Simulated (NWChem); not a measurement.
A series in which one site is exchanged, each optimised at PBE0/def2-SVP with NWChem, gas phase unless a solvent is named. All stand in one matching conformer (torsions within 35°), which need not be the lowest. This build's default masses of Se (78.918 u) and Br (79.917 u) are each other's, which moves their modes by up to 0.6 %. Shieldings are non-relativistic GIAO values without spin-orbit effects.

A: N[Si](N)(Cl)Br (SiN2H4BrCl; site = Br)
B: [Si](Cl)(Cl)(N)N (SiN2H4Cl2; site = Cl)
C: N[Si](N)(F)Cl (SiN2H4ClF; site = F)
D: N[SiH](N)Cl (SiN₂H₅Cl; site = H)

```csv
quantity,A,B,C,D
"highest harmonic frequency (cm⁻¹), PBE0/def2-SVP",3723,___,3737,3731
"lowest singlet excitation, CAM-B3LYP/def2-SVPD, TDA (eV)",6.89,___,7.14,6.99
"29Si shift against tetramethylsilane, PBE0/pcSseg-1 (ppm)",-6.7,___,-32.2,-23.0
```

### Question
What belongs in the gaps?

### Answer

- highest harmonic frequency (cm⁻¹), PBE0/def2-SVP, B: 3725
- lowest singlet excitation, CAM-B3LYP/def2-SVPD, TDA (eV), B: 7.12
- 29Si shift against tetramethylsilane, PBE0/pcSseg-1 (ppm), B: -13.4
